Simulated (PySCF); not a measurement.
**A survey of ¹⁹F NMR shifts**

PySCF 2.14 calculation with PBE0/pcSseg-1 with gauge-including orbitals and coordinates at the GFN2-xTB level; no relativistic terms, averaged over atoms made equivalent by symmetry, fast rotation or ring inversion, a single conformation, no solvent.

Shieldings were converted by a linear fit to measured shifts: ¹⁹F: δ = 146.13 − 0.903σ +14.6 on sp3 carbon (rms 6.0 ppm, 223 shifts, 7.0 ppm with the 5 outliers that the fit left out vs CFCl3, solution or neat liquid). Occasional misses reach two or three times the rms, and more in compound classes unlike the fitted ones.

Question: Give the ¹⁹F shifts of `FC(Cl)Cl`, `CO[C@]12C=C[C@]3(F)[C@H]1[C@@H]32`.

Answer: 
```json
{"compound": "FC(Cl)Cl", "environment": "fluorine on an sp3 carbon", "δ (ppm)": "-73.2"}
{"compound": "CO[C@]12C=C[C@]3(F)[C@H]1[C@@H]32", "environment": "fluorine on an sp3 carbon", "δ (ppm)": "-197.7"}
```

Question: Match the shifts -73.2, -111.3, -128.8, -176.9, -200.7 ppm to `N#C[C@]1(F)CC[SiH2]C[SiH2]1`, `C#C[C@@H](F)[C@@H]1C=COC1`, `Fc1cccs1`, `FC(Cl)Cl`, `COc1cccc(F)c1`.

Answer: -73.2: FC(Cl)Cl (fluorine on an sp3 carbon); -111.3: COc1cccc(F)c1 (aryl fluorine); -128.8: Fc1cccs1 (aryl fluorine); -176.9: C#C[C@@H](F)[C@@H]1C=COC1 (fluorine on an sp3 carbon); -200.7: N#C[C@]1(F)CC[SiH2]C[SiH2]1 (fluorine on an sp3 carbon).
